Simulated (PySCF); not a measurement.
CsSe and its ions

UHF; Cs def2-SVP with ECP46, Se def2-SVP; scalar-relativistic core potentials (PySCF 2.14). Neutral (UHF): doublet (π ↑), Re = 3.348 Å, ωe = 132 cm⁻¹, De = 1.54 eV, HOMO -6.12 eV, LUMO -0.27 eV.

CsSe⁺ (UHF): triplet (π ↑↑), Re = 4.037 Å, ωe = 50.4 cm⁻¹, De = 0.24 eV to Cs⁺ + Se. The energies at the minima are -2419.44139 hartree for CsSe and -2419.26555 for CsSe⁺.

Problem. Work out the adiabatic ionisation energy, without and with harmonic zero-point energies (1 hartree = 27.2114 eV, 1 eV = 8065.5 cm⁻¹), and the change of the bond length.

Solution. At UHF: 0.17584 hartree = 4.785 eV between the minima; the zero-point term (50.4 − 132.0)/2 cm⁻¹ = -0.005 eV makes it 4.780 eV. Re changes by +68.9 pm against the neutral. The electron leaves a π orbital, and the ion is left as a loose complex of an ion and an atom.

Spin–orbit coupling is left out, which matters for elements this heavy, above all for dissociation energies. For an ion De counts to the pair picked by the measured ionisation energies or electron affinities, which need not be the lowest pair at this level. Hartree–Fock leaves out correlation, which carries a large part of most bond energies and some tenths to 1 eV of ionisation energies. States were picked by a PBE0 search and need not be the measured ground states.
